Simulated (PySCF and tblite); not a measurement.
Results of a calculation; reference values are marked as such.
Molecule: C5H6F3O (charge +1), numbered as in [CH3:1][O+:2]1[C:3]([F:4])=[CH:5][C@H:6]1[CH:7]([F:8])[F:9].

The mean out-of-plane torsion at O2 (0° is planar) is held and the rest relaxed at GFN2-xTB. Energies: B3LYP/pcSseg-1 + D3(BJ). Programs: tblite and PySCF.

The ion is treated without a counter-ion.

GFN2-xTB profile:

(out-of-plane angle °, kcal/mol): (-43, 1.85), (-35, 0.69), (-26, 2.35), (-13, 5.30), (0, 6.82), (14, 4.71), (26, 1.38), (35, 0.00), (42, 1.73)

**Question.** Give the DFT energy along the out-of-plane angle.

**Answer.** 
```json
{"out-of-plane angle °": "-43", "E kcal/mol": "1.62"}
{"out-of-plane angle °": "-35", "E kcal/mol": "0.00"}
{"out-of-plane angle °": "-26", "E kcal/mol": "1.11"}
{"out-of-plane angle °": "-13", "E kcal/mol": "3.07"}
{"out-of-plane angle °": "0", "E kcal/mol": "3.89"}
{"out-of-plane angle °": "14", "E kcal/mol": "2.34"}
{"out-of-plane angle °": "26", "E kcal/mol": "0.29"}
{"out-of-plane angle °": "35", "E kcal/mol": "0.00"}
{"out-of-plane angle °": "42", "E kcal/mol": "2.49"}
```

**Question.** Where is the lowest sampled point, and what does the planar form cost?

**Answer.** At 35°; the point at 0° lies 3.89 kcal/mol above it.
